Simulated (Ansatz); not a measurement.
Coupled-cluster diagnostics for Na₂S₂⁻ (the lowest doublet isomer of a short search), Ansatz.

Geometry of the doublet (r2SCAN-D4/def2-TZVPD):

Cartesian coordinates in Å:
```
Na -0.322 1.437 -0.235
Na 0.283 -1.464 0.027
S 2.071 0.403 -0.332
S -2.032 -0.376 0.540
```

Correlated methods freeze 12 core orbitals; core or outer-core shells of Na are correlated, in sets that lack core-valence functions. Another isomer (doublet) lies 0.12 eV lower at PBE0-D4/def2-TZVPD.

Geometry of the charge -1 quartet (r2SCAN-D4/def2-TZVPD):

```csv
atom,x (Å),y (Å),z (Å)
Na1,1.1120,0.6757,-1.0398
Na2,-1.1018,-0.4638,1.1597
S3,-1.6025,0.6570,-1.2726
S4,1.5923,-0.8689,1.1527
```

Q: Estimate the CCSD(T) correlation energy, the shares of MP2 and (T), T1 and the reference's ⟨S²⟩ for: charge -1, doublet, own geometry in def2-TZVPD; charge -1, quartet, own geometry in def2-TZVPD; and the rough time on 2 threads of Arm Neoverse V2 on a shared host.

A: 
| state | basis | correlation (eV) | MP2 share (%) | (T) share (%) | T1 | ⟨S²⟩ (pure) | wall time | remarks |
| --- | --- | --- | --- | --- | --- | --- | --- | --- |
| charge -1, doublet, own geometry | def2-TZVPD | -20.522 | 90.8 | 3.5 | 0.032 | 0.76 (0.75) | 4.4 min | – |
| charge -1, quartet, own geometry | def2-TZVPD | -19.382 | 89.3 | 2.9 | 0.065 | 3.77 (3.75) | 3.9 min | HOMO above zero, large T1 |
Customary marks for T1 are 0.02 (closed shells), 0.045 (open shells) and about 0.05 (3d metals). T1 exceeds 0.02 in 2 of 2 rows and 0.045 in 1; the higher it lies, the less the single-reference result can be trusted.
